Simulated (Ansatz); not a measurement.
System: C3H5Cl, charge 0, multiplicity 1. SMILES: C=CCCl
Structure (B3LYP-D3(BJ)/def2-TZVP (Ansatz, a quantum-chemistry and plane-wave program) minimum search):
```
C
C 1 1.3264
H 2 1.0820 1 121.55
H 2 1.0839 3 116.93 1 179.92
H 1 1.0848 2 120.45 3 -0.89
C 1 1.4857 5 116.06 2 -179.76
H 6 1.0868 1 112.06 5 178.85
H 6 1.0881 7 109.69 1 125.24
Cl 6 1.8209 7 106.56 8 113.26
```
Charge 0, spin multiplicity 1.

Quantity: vertical ionisation energy (to the doublet state of charge +1; each state is the SCF solution reached for its spin), in eV. Cores are frozen in the correlated levels unless marked. Open shells are spin-unrestricted. No spin-orbit coupling. Non-relativistic. CBS marks a two-point X^-3 extrapolation of the correlation energy; Hartree-Fock from the larger set. [CCSD(T)-MP2]/basis is that difference in the basis named.

```
level                                        program  vertical ionisation energy (eV)
-------------------------------------------  -------  -------------------------------
PBE/def2-TZVPD                                Ansatz                             9.88
PBE0/def2-TZVPD                               Ansatz                            10.09
BHLYP/def2-TZVPD                              Ansatz                            10.02
CAM-B3LYP/def2-TZVPD                          Ansatz                            10.25
MP2/aug-cc-pV(D+d)Z                           Ansatz                            10.51
RI-MP2/CBS(aug-cc-pV(T+d)Z,aug-cc-pV(Q+d)Z)   Ansatz                            10.69
SCS-MP2/aug-cc-pV(D+d)Z                       Ansatz                            10.43
```

Task: Estimate the value at RI-MP2/CBS(aug-cc-pV(T+d)Z,aug-cc-pV(Q+d)Z)+[CCSD(T)-MP2]/aug-cc-pV(T+d)Z as computed with Ansatz.

Result: 10.54 eV, so SCS-MP2/aug-cc-pV(D+d)Z differs from it by -0.11 eV.
